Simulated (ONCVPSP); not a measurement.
rhenium: one change to an ONCV potential, before and after

ONCVPSP 4.0.1 input, shortened (lines: element, Z, core and valence counts, functional; n l f; lmax; l rc ep ncon nbas qcut; lloc lpopt rc5 dvloc0; l nproj debl; icmod fcfact rcfact), PBE, scalar-relativistic:

```
  Re 75.00   12    2        4      upf
    1    0    2.00
    2    0    2.00
    2    1    6.00
    3    0    2.00
    3    1    6.00
    3    2   10.00
    4    0    2.00
    4    1    6.00
    4    2   10.00
    4    3   14.00
    5    0    2.00
    5    1    6.00
    5    2    5.50
    6    0    1.50
    2
    0    2.80    0.00    4    9    2.40
    1    2.60    0.37    4    8    3.80
    2    2.30    0.00    5   10    6.70
    4    5    1.95    2.00
    0    1    1.70
    1    2    1.90
    2    2    1.40
    3    5.50    1.30
```

In the p channel the program set the typed energies aside and used 0.050, 1.950 Ha.

Change: local potential polynomial inside 1.50 bohr (lpopt 5, dvloc0 0 Ha).

Cutoffs: the cutoffs (Ha) at which the residual kinetic energy of the hardest occupied pseudo-wave falls to 1 and 0.1 mHa per electron; they do not see the model core or the augmentation charge, which bear on the density cutoff. Errors are all-electron minus pseudo energies relative to the spin-unpolarised reference configuration.

**Question.** What does the change do?

**Answer.** The potential gets neither clearly harder nor softer (15 Ha and 25 Ha → 15 Ha and 25 Ha); the bound ghosts move from p to p, s; the lowest positive-energy flag moves from s at 0.6 eV to none; of the 4 tests that both files solve, the error grows in 2 and shrinks in 1 by more than 15 % and 0.3 meV (median size 10.1 → 6.7 meV). In the separable form a ghost depends on how the local part lies against the semilocal potential of the channel, so the choice of the local part can create or remove one.

```csv
quantity,base,changed
"cutoff, loose",15 Ha,15 Ha
"cutoff, tight",25 Ha,25 Ha
bound ghosts,p,"s, p"
GHOST(+) flags under 300 eV,s at 0.6 eV,none
"error for 5d5 6s2, meV [ΔE -0.38 eV]",+1.2,-5.0
"error for 5d5 6s1, meV [ΔE 8.87 eV]",+14,-3.5
"error for 5d5 6s0, meV [ΔE 25.19 eV]",-44,-44
"error for 5d6 6s1, meV [ΔE 0.56 eV]",-6.4,-8.4
s: phases at 2.84 bohr within 0.05 rad from the reference energy up to (Ha; the scan ends near 5),-0.0,0.7
p: phases at 2.65 bohr within 0.05 rad from the reference energy up to (Ha; the scan ends near 5),3.4,3.2
d: phases at 2.33 bohr within 0.05 rad from the reference energy up to (Ha; the scan ends near 5),to the end of the scan,to the end of the scan
"rms error of d²Exc/dni dnj with the model core, mHa",1.29,1.29
```

 A true bound ghost makes a file unfit for plane-wave use even where its test errors are small: the radial tests pick states by their node count and pass the ghost by.
